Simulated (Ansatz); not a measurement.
Relaxation of C₂H₈FNOSi (14 atoms, charge 0, multiplicity 1), to a largest force component of 0.015 eV/Å in at most 40 steps.

The calculation used Ansatz, RKS PBE0-D4/cc-pVDZ.

```xyz
14
Properties=species:S:1:pos:R:3
C -0.912 -1.233 1.384
O 0.283 -0.938 0.743
Si 0.457 0.514 -0.062
N 2.210 0.454 -0.487
C -0.640 0.783 -1.501
F -1.939 0.779 -1.059
H -0.864 -2.149 1.892
H -1.730 -1.244 0.629
H -1.192 -0.406 2.163
H 0.397 1.606 0.968
H 2.664 0.472 0.401
H 2.329 -0.479 -0.843
H -0.581 0.039 -2.260
H -0.497 1.773 -1.939
```

Q: Where does it end, and by what steps?

A: The run converged. After 10 steps the energy has fallen by 0.559 eV; H12 moved furthest, 0.40 Å.

```json
{"step": "0", "energy less start (eV)": "0.0000", "largest force component (eV/Å)": "3.091", "accepted": "yes"}
{"step": "1", "energy less start (eV)": "-0.4396", "largest force component (eV/Å)": "1.335", "accepted": "yes"}
{"step": "2", "energy less start (eV)": "-0.5215", "largest force component (eV/Å)": "0.579", "accepted": "yes"}
{"step": "3", "energy less start (eV)": "-0.5404", "largest force component (eV/Å)": "0.440", "accepted": "yes"}
{"step": "4", "energy less start (eV)": "-0.5474", "largest force component (eV/Å)": "0.249", "accepted": "yes"}
{"step": "5", "energy less start (eV)": "-0.5562", "largest force component (eV/Å)": "0.080", "accepted": "yes"}
{"step": "6", "energy less start (eV)": "-0.5580", "largest force component (eV/Å)": "0.041", "accepted": "yes"}
{"step": "7", "energy less start (eV)": "-0.5583", "largest force component (eV/Å)": "0.017", "accepted": "yes"}
{"step": "8", "energy less start (eV)": "-0.5585", "largest force component (eV/Å)": "0.024", "accepted": "yes"}
{"step": "9", "energy less start (eV)": "-0.5586", "largest force component (eV/Å)": "0.016", "accepted": "yes"}
{"step": "10", "energy less start (eV)": "-0.5586", "largest force component (eV/Å)": "0.008", "accepted": "yes"}
```

```xyz
14
Properties=species:S:1:pos:R:3
C -1.079 -1.209 1.427
O 0.168 -0.967 0.808
Si 0.551 0.491 0.056
N 2.185 0.502 -0.520
C -0.582 0.731 -1.447
F -1.917 0.655 -1.033
H -1.055 -2.220 1.861
H -1.912 -1.148 0.707
H -1.277 -0.488 2.243
H 0.384 1.623 1.024
H 2.906 0.589 0.193
H 2.446 -0.253 -1.151
H -0.411 -0.048 -2.213
H -0.419 1.712 -1.926
```

Time of the run: 34 s on 2 threads of AMD EPYC 9R14 (Zen 4), with other jobs on the host, peak memory 0.33 GiB.
